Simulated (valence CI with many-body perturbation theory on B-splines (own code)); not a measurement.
**Ag VIII in brief**

Calculated by valence CI with perturbative core correlation (CI+MBPT): four valence electrons over a frozen Dirac-Fock core [Kr], a basis of 7 s, 7 p, 8 d, 6 f, 4 g, 1 h functions for each j, with the one-electron correlation potential Σ1, the two-electron term Σ2, the three-electron term Σ3, Breit, model QED; selected CI, second order for the rest, scaled by the run's own slope (own B-spline code, finite nucleus).

Set against measurement, 26 paired levels are off by 382 cm⁻¹ on average, the worst by 1219. These come from a selection out of Atoms 5, 11 (2017), spectra Ag VII to Ag IX. Levels without a partner in it may be off by more, other configurations by 1,000 to 8,000 cm⁻¹. Only levels of the ground parity were solved; by the run's estimate the other parity begins above the list, which can be wrong where configurations are misplaced.

Rates and lifetimes use the calculated energies. Strong lines usually hold to 10 to 20 %, long lifetimes can be off by a factor of two.

(1) What is the ground level?

(2) How is the term ⁵D of the ground level split?

(3) What is the ionisation energy?

(4) How well does LS coupling describe the low levels?

Results:

(1) 4d⁴ ⁵D_0, composition 92 % 4d⁴ ⁵D + 8 % 4d⁴ ³P.

(2) J = 0 at 0.0, J = 1 at 1306, J = 2 at 3164, J = 3 at 5235, J = 4 at 7392 cm⁻¹.

(3) 125.56 eV; NIST lists 125 ± 2.1 eV (theoretical).

(4) Among the lowest 20 levels the leading LS term, summed over configurations, holds 81 % on average. For single configurations the figures are 81 % in LS and 59 % in jj coupling. Terms mix most in the J = 4 level at 29289 cm⁻¹, where the leading one holds 49 %.
